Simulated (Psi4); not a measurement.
F$_{3}$Hf (SMILES [F][Hf]([F])[F]), doublet, at a GFN2-xTB geometry (such geometries of metal compounds can be far from the true shape) (the multiplicity is a formal guess) (core potentials on Hf). Base run: TPSS/def2-SVP in Psi4.

Here is a job for Psi4.
```
memory 2 GB

molecule mol {
0 2
Hf    0.013276    0.082528    0.030167
F     1.727390   -0.458054   -0.205200
F    -0.886426   -0.635459    1.430468
F    -0.947175    0.433287   -1.466602
}

set {
  basis def2-svp
  reference uks
}

energy('tpss')
print_variables()
```

Variants of this job, named by their change:

| change | ΔE vs base (mEh) | SCF cycles | grid points | basis functions | outcome |
|---|---|---|---|---|---|
| base | 0.000 | 9 | 87749 | 74 | converged |
| e_convergence = 1e-4 | 0.000 | 9 | 87749 | 74 | converged |
| d_convergence = 1e-8 | 0.000 | 12 | 87749 | 74 | converged |
| scf_type = pk | 0.066 | 10 | 87749 | 74 | converged |
| damping_percentage = 20 | 0.000 | 20 | 87749 | 74 | converged |
| diis_max_vecs = 15 | 0.000 | 9 | 87749 | 74 | converged |
| scf_initial_accelerator = none | 0.000 | 9 | 87749 | 74 | converged |
| dft_pruning_scheme = robust | 0.000 | 9 | 67535 | 74 | converged |
| dft_radial_points = 50 | 2.016 | 9 | 59202 | 74 | converged |
| df_basis_scf = cc-pvtz-jkfit | - | - | - | 74 | input refused |
| dft_spherical_points = 974 | 0.043 | 9 | 281887 | 74 | converged |
| scf_type = disk_df | 0.000 | 9 | 87749 | 74 | converged |
| basis_guess = true | 0.000 | 6 | 87749 | 74 | converged |

Open shells are given as the SCF converged; they aren't shown to be the lowest states, and a large step between rows can be another state.

- df_basis_scf = cc-pvtz-jkfit: ended with `psi4.driver.qcdb.exceptions.BasisSetNotFound: BasisSet::construct: Unable to find a basis set for atom 1 for key JKFIT among:`
